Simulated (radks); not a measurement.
Isoelectronic series with 15 electrons, each ion in its NIST ground configuration. Calculated with a radial shooting solver on a logarithmic mesh with Libxc functionals: scalar-relativistic Kohn-Sham, r2SCAN, spin-unpolarised, spherical densities, finite nucleus; meta-GGA in the generalised Kohn-Sham scheme; Fermi nuclear charge, rms radius of each element as measured or else 0.836 A^(1/3) + 0.57 fm. Total energies (hartree) and orbital eigenvalues (eV):

| ion | configuration | E (hartree) | 3p | 3s | 2p |
|---|---|---|---|---|---|
| P | [Ne] 3s2 3p3 | -342.01826 | -5.6182 | -14.5006 | -126.9958 |
| S+ | [Ne] 3s2 3p3 | -398.73740 | -16.9544 | -28.3308 | -171.1308 |
| Cl2+ | [Ne] 3s2 3p3 | -460.11927 | -31.8730 | -45.7649 | -222.8086 |
| Ar3+ | [Ne] 3s2 3p3 | -526.15918 | -50.1487 | -66.5711 | -281.7434 |
| K4+ | [Ne] 3s2 3p3 | -596.85901 | -71.6745 | -90.6443 | -347.7996 |
| Ca5+ | [Ne] 3s2 3p3 | -672.22419 | -96.3903 | -117.9285 | -420.9026 |
| Sc6+ | [Ne] 3s2 3p3 | -752.26255 | -124.2592 | -148.3915 | -501.0083 |
| Ti7+ | [Ne] 3s2 3p3 | -836.98366 | -155.2580 | -182.0147 | -588.0906 |
| V8+ | [Ne] 3s2 3p3 | -926.39848 | -189.3714 | -218.7877 | -682.1342 |
| Cr9+ | [Ne] 3s2 3p3 | -1020.51903 | -226.5898 | -258.7061 | -783.1312 |
| Mn10+ | [Ne] 3s2 3p3 | -1119.35847 | -266.9071 | -301.7689 | -891.0787 |
| Fe11+ | [Ne] 3s2 3p3 | -1222.93096 | -310.3198 | -347.9783 | -1005.978 |
| Co12+ | [Ne] 3s2 3p3 | -1331.25146 | -356.8267 | -397.3387 | -1127.832 |
